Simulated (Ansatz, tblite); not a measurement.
Cost and result up the ladder for the cluster Nb2P2 (4 atoms). The state is a singlet with charge 0. Geometry: PBE0-D4/def2-SVP.

```xyz
4

Nb    0.118    1.137   -0.463
Nb   -0.927   -0.753    0.310
P     0.398   -0.880   -1.617
P     0.411    0.496    1.770
```

Ansatz on 4 threads of Arm Neoverse V1 on a shared host; xTB runs through tblite on one thread. Times are rough, summed over both states, and most runs start from the orbitals of an earlier one. PBE0-D4/def2-TZVP serves as the yardstick here, not as an exact answer. The other state is a doublet.

In the def2 sets Nb takes a core potential; there is no spin–orbit coupling. The xTB rows come from tblite. The structure comes from a short search, and lower isomers may exist.

Raw xTB energies of ions are shifted by several eV.

| level | functions | wall time | vertical IE (eV) | difference from PBE0-D4/def2-TZVP (eV) |
| --- | --- | --- | --- | --- |
| GFN1-xTB | 36 | 0.011 s | 12.29 | 5.45 |
| GFN2-xTB | 36 | 0.015 s | 11.62 | 4.79 |
| PBE-D4/def2-TZVP | 154 | 5.7 s | 6.96 | 0.12 |
| PBE0-D4/def2-TZVP | 154 | 8.4 s | 6.83 | 0.00 |
| r2SCAN-D4/def2-TZVP (with forces) | 154 | 14 s | 6.83 | 0.00 |
